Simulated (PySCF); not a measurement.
Fill in the blanks.

Species: YF3 (singlet state).
Bonds: Y1–F2, Y1–F3, Y1–F4.

```csv
property,level,value
"rotational constants A, B, C",PBE0-D3(BJ)/def2-SVP,?
dipole moment,B3LYP/def2-SVPD,0.33 D
HOMO energy,B3LYP/def2-SVPD,?
LUMO energy,B3LYP/def2-SVPD,?
lowest singlet excitation,TDDFT B3LYP/def2-SVPD,?
strongest line among the 10 lowest singlet transitions,TDDFT B3LYP/def2-SVPD,"S4 at 6.73 eV (184 nm, f = 0.044)"
lowest triplet excitation (Tamm–Dancoff),TDA B3LYP/def2-SVPD,?
static isotropic polarisability,B3LYP/def2-SVPD,?
vertical ionisation energy,ΔSCF B3LYP/def2-SVPD,12.94 eV
vertical electron affinity,ΔSCF B3LYP/def2-SVPD,?
```

Electronic properties: PySCF, gas phase, density fitting. Atoms past krypton carry effective core potentials; spin–orbit coupling is left out.

(1) Give the HOMO energy.

(2) What is the vertical electron affinity?

(3) Give the static isotropic polarisability.

(4) What are the rotational constants A, B, C?

(5) What is the lowest triplet excitation (Tamm–Dancoff)?

(6) Give the lowest singlet excitation.

(7) The LUMO energy?

Results:

(1) -10.38 eV.

(2) 0.96 eV.

(3) 30.7 au.

(4) 4.511, 4.413, 2.232 GHz.

(5) 6.38 eV.

(6) 6.42 eV (193 nm, f = 0.007 summed over 2 states within 0.01 eV).

(7) -2.80 eV.

The polarisability is 4.55 Å³ as a volume (1 au = 0.148185 Å³). The principal polarisabilities are 23.3, 34.3 and 34.5 au; their mean is the isotropic value. In atomic units the dipole is 0.13 e·bohr (1 au = 2.5417 D). The largest Löwdin shares of the LUMO are 0.84 on Y1, 0.05 on F2, 0.05 on F3 and 0.05 on F4. The ΔSCF ionisation energy exceeds −ε(HOMO) by 2.56 eV with B3LYP.

For the geometry optimisation (PBE0-D3(BJ)/def2-SVP), time: 49 s of wall time. Hardware: an Arm Neoverse V2 with one thread (shared host).
